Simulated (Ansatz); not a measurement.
Molecule: sum formula SiHF2, net charge 0, doublet state. It need not be the lowest isomer of its formula. SMILES: F[SiH]F
Geometry: optimised at B3LYP-D3(BJ)/def2-TZVP (Ansatz, a program for electronic structure).

Parts of the frozen-core correlation energy in STO-3G (Ansatz, hartree). Frozen orbitals: 7; correlated occupied orbitals by spin: 10 and 9; virtual: 3 and 4. UHF or UKS for open shells. No spin-orbit coupling. No relativistic terms.

```
term                            value
-------------------------  ----------
reference (HF)             -482.23680
MP2 opposite-spin            -0.04959
MP2 same-spin              (withheld)
CCSD correlation           (withheld)
(T)                        (withheld)
T1 diagnostic                   0.016
largest doubles amplitude       0.039
<S^2> of the reference          0.755
```

Q: Some entries are withheld; supply them.

A: 
- MP2 same-spin, value: -0.01004
- CCSD correlation, value: -0.07664
- (T), value: -0.00466
